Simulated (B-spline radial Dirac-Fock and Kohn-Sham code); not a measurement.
Method: Dirac-Fock orbitals of the configuration average with a finite nucleus. Computed with an atomic code on a B-spline grid.

Question: This computed X-ray form factor belongs to an atom or ion in its tabulated ground configuration. Which?

```csv
sin θ/λ (Å⁻¹),f₀
0.1,42.605
0.25,34.305
0.3,31.582
0.5,23.648
0.7,19.302
1.2,12.353
1.4,10.185
2,6.451
2.5,5.246
```

Answer: Pd⁺, with 45 electrons in [Kr] 4d9. f₀ tends to the number of electrons as s goes to zero, which the first rows give only roughly, and the rate of fall reflects the nuclear charge, 46.
